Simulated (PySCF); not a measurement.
C2H6O3Si2, SMILES O[Si](O)(O)C#C[SiH3], PBE0/def2-SVP optimised geometry. Atoms within 1.6 Å of the plane z = 0.0 Å (x, y, z in Å): Si1 (-2.48, -0.32, 0.00), C2 (-0.65, -0.32, 0.00), C3 (0.58, -0.32, 0.00), Si4 (2.42, -0.33, 0.00), O5 (2.98, 0.88, 0.97), O6 (2.97, -1.77, 0.56), O7 (2.98, -0.09, -1.52), H8 (-2.98, -1.03, -1.22), H9 (-2.98, -1.03, 1.22), H10 (-2.98, 1.08, 0.00), H11 (2.70, 1.77, 0.77), H12 (2.69, -2.04, 1.44).

Method: PBE0/def2-TZVP in PySCF. Cells within 0.4 Å of a nucleus heavier than hydrogen are left out (blank, or x).

Map of the electron localisation function on the plane z = 0.0 Å:

```
|00000000000000000000000000000|
|00000000000000000000000000000|
|00000000000000000000000000000|
|00000000000000000000000000000|
|00000000000000000000000000000|
|00000000000000000000000000000|
|00000000000000000000011000000|
|00016887200000000000244100000|
|00289999710000000000355300000|
|00899999920000100000255310000|
|02999999920012321000234432100|
|02899999921235553200245543100|
|01599999734566766531256642100|
|00158951148767876883002431000|
|0001312x4297x48xx8916x1110000|
|000110xxx195xx8xx890xx6000000|
|0001211x2398x58418913x0110000|
|00013420048767876762125642000|
|00002343124566665421587764200|
|00001121101234542102688886310|
|00000000000012210002688886410|
|00000000000000000002678875300|
|00000000000000000001456653100|
|00000000000000000000233321000|
|00000000000000000000000000000|
|00000000000000000000000000000|
|00000000000000000000000000000|
|00000000000000000000000000000|
|00000000000000000000000000000|
```
Scale: ten equal steps from 0.000 (start of '0') to 1.000 (end of '9'), in the order '0123456789'; x runs from -5.00 to 5.00, y from -5.00 (bottom) to 5.00 (top).
